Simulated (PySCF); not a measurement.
## Gas-phase thermal properties of K₂Cl₂

Computed with PySCF (xtb for GFN2) and rigid-rotor harmonic-oscillator thermochemistry at 1 bar. The comparison is the NASA 1993 polynomial table, which mixes measured and estimated data. 6-31G* has spherical d functions here. All species are closed-shell singlets. B3LYP is the form with VWN-RPA correlation. The harmonic model lacks anharmonicity and excited electronic states, which grow with temperature; levels with a mode under 35 cm⁻¹ are left out. Soft modes under 120 cm⁻¹ make the harmonic entropy rough for K₂Cl₂. The table's entry may be an old estimate for K₂Cl₂ (not checked at source).

```csv
level,point group,σ,ZPE (kJ/mol),S°298 (J/mol/K),Cp298 (J/mol/K),S°1000 (J/mol/K),H1000 − H298 (kJ/mol)
table,-,-,-,352.9,80.9,452.4,57.9
B3LYP/6-31G*,D2h,4,5.5,352.9,80.7,452.4,57.8
GFN2-xTB,D2h,4,4.4,361.8,81.6,461.7,58.0
HF/6-31G*,D2h,4,5.4,353.8,80.8,453.3,57.8
PBE/def2-SVP,D2h,4,5.7,351.1,80.5,450.5,57.8
PBE0/def2-TZVP,D2h,4,5.6,352.6,80.6,452.0,57.8
```
σ: rotational symmetry number. Electronic degeneracy used: 1. Frequencies are unscaled.
